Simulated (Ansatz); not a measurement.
Compare A (`C1CCCSCC1`) with its isomer B (`CSC1CCCC1`).

Program: Ansatz. Geometries: PBE0-D4/def2-TZVP. ΔE: electronic, gas phase. CBS: MP2 limit from def2 TZ/QZ plus the TZ coupled-cluster correction, frozen cores. Functionals use def2-TZVPP. B3LYP here is the variant with VWN-RPA as its local correlation; programs differ in this. Each species was taken in one conformer, which may not be the lowest.

Q: Which is lower in electronic energy at CCSD(T)/CBS, and by how much? (Best estimate.)

A: Computed: A, by 1.2 kcal/mol.

Q: Give E(B) − E(A) in kcal/mol with B3LYP-D4, MP2/def2-TZVPP, CCSD/def2-TZVPP, PBE-D4, CCSD(T)/def2-TZVPP, B3LYP, PBE0-D4. (Estimate.)

A: Computed: B3LYP-D4 1.9, MP2/def2-TZVPP 0.6, CCSD/def2-TZVPP 0.8, PBE-D4 1.4, CCSD(T)/def2-TZVPP 1.0, B3LYP 0.4, PBE0-D4 1.3. None reverses the order clearly.

Largest T1 diagnostic: 0.010.

Leaving LDA and LC-ωPBE aside and taking each functional with its dispersion term where it has one, the values, not all of them listed here, spread over 1.5 kcal/mol, from B2PLYP to BLYP-D4. LDA lies +2.4 kcal/mol from PBE without D4. The D4 term adds +1.5 kcal/mol with B3LYP and +0.8 kcal/mol with PBE0; it sums over pairs of atoms, weighted by their polarisabilities, and B3LYP, whose exchange is more repulsive, gets the larger term.
